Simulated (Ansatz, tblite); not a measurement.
Cost and result up the ladder for (AgCl)2 ring (Ag₂Cl₂) (4 atoms). Total charge 0; singlet. Geometry: PBE0-D4/def2-SVP.

```xyz
4

Ag    1.161    0.354   -0.772
Cl    0.190    1.736    1.083
Ag   -1.160   -0.355    0.772
Cl   -0.191   -1.736   -1.084
```

Ansatz on 4 threads of Intel Xeon Platinum 8375C on a shared host; xTB runs through tblite on one thread. Times are rough, summed over both states, and most runs start from the orbitals of an earlier one. No level here is sound enough to serve as a yardstick. The other state is a triplet.

In the def2 sets Ag takes a core potential; there is no spin–orbit coupling. The xTB rows come from tblite.

xTB has no spin-polarisation term.

```
                            level  functions  wall time
                         GFN2-xTB         36    0.013 s
                         GFN1-xTB         36    0.014 s
                 PBE-D4/def2-TZVP        154      4.5 s
r2SCAN-D4/def2-TZVP (with forces)        154      9.5 s
```

Question: Estimate what each level gives for the vertical triplet (eV).

Answer: 
```tsv
level	vertical triplet (eV)
GFN2-xTB	3.23
GFN1-xTB	3.06
PBE-D4/def2-TZVP	2.64
r2SCAN-D4/def2-TZVP (with forces)	2.86
```
